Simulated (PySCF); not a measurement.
## Bond curve of GaS

Set-up: PySCF, no relativity, basis sets Ga 6-31G(d,p), S 6-31G(d,p). Energies in eV from Ga + S in their ground configurations at the same level. State: ²Σ⁺ (doublet), unpaired electrons σ ↑.

| R (Å) | UHF-CCSD | UHF-SCS-MP2 | r²SCAN |
| --- | --- | --- | --- |
| 1.793 |  | -1.942 | -2.660 |
| 1.877 | -2.476 | -2.638 | -3.321 |
| 1.960 | -2.852 | -2.998 | -3.667 |
| 2.022 | -2.981 | -3.104 | -3.780 |
| 2.085 | -3.017 | -3.104 | -3.801 |
| 2.147 | -2.985 | -3.030 | -3.757 |
| 2.231 | -2.869 | -2.866 | -3.629 |
| 2.335 | -2.654 | -2.617 | -3.403 |
| 2.460 | -2.346 | -2.301 | -3.090 |
| 2.627 |  | -1.879 | -2.660 |

Question: Put a parabola through the three lowest points of the UHF-CCSD curve and estimate Re, k and ωe (reduced mass 21.84 u; 1 eV/Å² = 0.16022 mdyn/Å; ωe = 1302.8·√(k/μ) cm⁻¹).

Answer: Through R = 2.022, 2.085, 2.147 Å the second-order coefficient is 8.70 eV/Å², so Re ≈ 2.086 Å, k ≈ 2.79 mdyn/Å and ωe ≈ 465 cm⁻¹. A polynomial fit of higher order to the unrounded UHF-CCSD energies gives Re = 2.083 Å, k = 2.79 mdyn/Å, ωe = 466 cm⁻¹; anharmonicity and rounding make the difference.

The higher-order fit for each curve: UHF-CCSD: Re = 2.083 Å, ωe = 466 cm⁻¹, De = 3.02 eV; r²SCAN: Re = 2.071 Å, ωe = 473 cm⁻¹, De = 3.80 eV. UHF-SCS-MP2 gives no reliable minimum on this grid.

Correlated steps freeze 14 core orbitals. Correlated levels converge slowly with the basis: in double zeta they bind strong bonds too weakly, by up to about 1 eV, and carry superposition errors of some tenths. Spin–orbit coupling is left out. The state is the lowest determinant that a PBE0 search found; another state may lie lower at other levels.
